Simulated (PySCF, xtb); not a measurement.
HgBr2, SMILES [Br][Hg][Br].

Harmonic wavenumbers (cm⁻¹) from GFN2-xTB in xtb at its own minimum, in rising order: 30, 30, 136, 199.

What does ωB97X-D3(BJ)/def2-SVP run with PySCF 2.14.0 give at its own minimum? (The exact figures need the calculation; the answer reports its results.)

70, 70, 230, 301. Paired by order, the mean absolute difference is 69 cm⁻¹ and the zero-point energies are 0.6 and 1.0 kcal/mol.
